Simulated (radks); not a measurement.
Kinetic energies: the exact non-interacting value of the Kohn-Sham orbitals and orbital-free approximations, in hartree. Species: Sc3+ [Ar]; Pd [Kr] 4d10; Mn+ [Ar] 3d5 4s1; Yb [Xe] 4f14 6s2; Mn15+ [Ne]. All-electron calculation, non-relativistic Kohn-Sham, exchange-only LDA, spin-polarised, spherical densities, point nucleus. Program: a radial shooting solver on a logarithmic mesh with Libxc functionals. Every spin shell is full or empty, so the densities are truly spherical. Functionals are evaluated on that one density, not self-consistently.

\begin{tabular}{lrrrrr}
functional & Sc3+ & Pd & Mn+ & Yb & Mn15+ \\ \hline
exact & 755.463 & 4931.01 & 1146.36 & 13380.9 & 1043.26 \\
Thomas-Fermi & 703.29 & 4663.2 & 1070.4 & 12726 & 974.95 \\
von Weizsacker & 422.56 & 2104.0 & 603.83 & 4958.8 & 612.44 \\
TF + vW/9 & 750.24 & 4897.0 & 1137.5 & 13277 & 1043.0 \\
LC94 & 755.78 & 4934.0 & 1146.1 & 13373 & 1049.7 \\
APBEK & 756.63 & 4936.9 & 1147.2 & 13378 & 1050.6 \\
revAPBEK & 758.93 & 4946.1 & 1150.4 & 13397 & 1054.2 \\
Perdew 92 & 750.33 & 4897.4 & 1137.6 & 13278 & 1043.1 \\
Thakkar & 753.46 & 4903.9 & 1141.8 & 13272 & 1046.7 \\
LKT & 962.87 & 5906.0 & 1437.5 & 15612 & 1357.9 \\
\end{tabular}
